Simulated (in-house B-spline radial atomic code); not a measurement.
Stripping carbon of all its electrons. The total binding energy is the sum of the 6 successive ionisation energies. Configuration: [He] 2s2 (2p1/2)2. Level of theory: Dirac-Hartree-Fock, average of the jj configuration, Fermi nucleus of rms radius 2.4702 fm; calculated with a B-spline radial code for spherical atoms.

Dirac-Coulomb total energy: -37.6574 hartree. First-order corrections (hartree): Breit 0.002845, self-energy 0.001732, vacuum polarisation -7.58e-05, recoil 0.00166.

(1) What total binding energy follows, and how does it compare with the sum of NIST's ionisation energies?

(2) What share of the binding belongs to the last two electrons?

## Answers

(1) 1024.54 eV from the corrected total, against 1030.11 ± 0.00032 eV from NIST's table (measured, semi-empirical and theoretical entries, uncertainties added in quadrature). The table binds 5.6 eV more, 0.93 eV per electron, the size expected of the correlation energy that Hartree-Fock leaves out.

(2) 86 % by NIST's values (882.1 eV).
